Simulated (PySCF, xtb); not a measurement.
B(Cl)(Et)(OH) (C2H6BClO), SMILES CCB(O)Cl. One conformer was computed; it need not be the lowest.

Harmonic wavenumbers (cm⁻¹) from xtb 6.7.1 with GFN2-xTB at its own minimum, in rising order: 26, 162, 196, 322, 338, 490, 531, 641, 770, 844, 974, 1006, 1074, 1080, 1229, 1274, 1336, 1413, 1473, 1504, 1506, 2956, 2999, 3034, 3039, 3045, 3573.

Task: What does PBE0-D3(BJ)/def2-SVP run with PySCF 2.14.0 give at its own minimum? (An estimate is asked for; the answer gives what the named calculation found.)

Result: 33, 179, 209, 365, 368, 506, 590, 629, 742, 899, 983, 998, 1083, 1172, 1250, 1287, 1396, 1419, 1451, 1475, 1480, 3035, 3058, 3103, 3147, 3156, 3889. Paired by order, the mean absolute difference is 49 cm⁻¹ and the zero-point energies are 52.7 and 54.2 kcal/mol.
